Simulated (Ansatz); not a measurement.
A nudged elastic band was laid between two geometries of H₃OSn (5 atoms, charge 1, multiplicity 1).

Level of theory: UKS PBE0/def2-SVP in Ansatz.

- movable images: 7
- climbing image: yes
- spring: 5.0 eV/Å²
- optimiser: quadratic models (default)
- start path: through a guess of the saddle point
- force threshold: 0.05 eV/Å
- iteration limit: 60
- end points: relaxed

Image 0:

```xyz
5
Properties=species:S:1:pos:R:3
O 0.106 -1.104 0.733
Sn -0.255 0.486 -0.280
H 1.011 -1.451 0.786
H -1.902 0.825 -0.178
H 1.041 1.244 -1.062
```

Image 8:

```xyz
5
Properties=species:S:1:pos:R:3
O -0.425 -0.446 0.391
Sn -0.144 1.387 -0.921
H 0.279 -1.056 0.665
H -1.259 -0.759 0.775
H 1.550 0.873 -0.911
```

Question: Which bonds break or form, and what moves?

Answer: Bonds broken: Sn2–H4. Bonds formed: O1–H4.

Question: What energy profile does the band end with?

Answer: The run converged. The highest image is number 4 of 0 to 8, 1.66 eV above the first end and 3.30 eV above the last; the last end lies 1.64 eV below the first. Neighbouring images differ by up to 1.5 eV, so the band resolves the path poorly. A vibrational analysis at the climbing image gives one clearly imaginary mode, 1370i cm⁻¹: a first-order saddle point. The orbitals stay closed-shell, which can raise the energy where a bond breaks towards radicals; this wasn't checked here. Limits of this set-up: the dipole of an ion depends on the origin.

| image | path coordinate (Å) | energy (eV) | Sn2–H4 (Å) | O1–H4 (Å) |
| --- | --- | --- | --- | --- |
| 0 | 0.00 | 0.00 | 1.68 | 2.93 |
| 1 | 0.38 | 0.11 | 1.68 | 2.63 |
| 2 | 0.76 | 0.50 | 1.68 | 2.29 |
| 3 | 1.14 | 1.16 | 1.70 | 1.93 |
| 4 | 1.51 | 1.66 | 1.78 | 1.56 |
| 5 | 1.95 | 0.35 | 2.01 | 1.13 |
| 6 | 2.39 | -1.20 | 2.44 | 0.97 |
| 7 | 2.83 | -1.56 | 2.79 | 0.97 |
| 8 | 3.26 | -1.64 | 2.95 | 0.97 |

Question: What is the geometry of the highest image?

Answer: 
```xyz
5
Properties=species:S:1:pos:R:3:forces:R:3
O -0.038 -0.796 0.553 0.02 -0.04 0.02
Sn -0.223 0.867 -0.547 0.01 0.00 0.00
H 0.509 -1.512 0.929 -0.03 0.04 -0.02
H -1.421 -0.099 0.355 0.00 -0.01 0.00
H 1.173 1.540 -1.290 0.00 0.00 0.00
```

The run took 90 s on 1 thread of Intel(R) Xeon(R) 6975P-C (Granite Rapids) (shared host), peak memory 0.15 GiB.
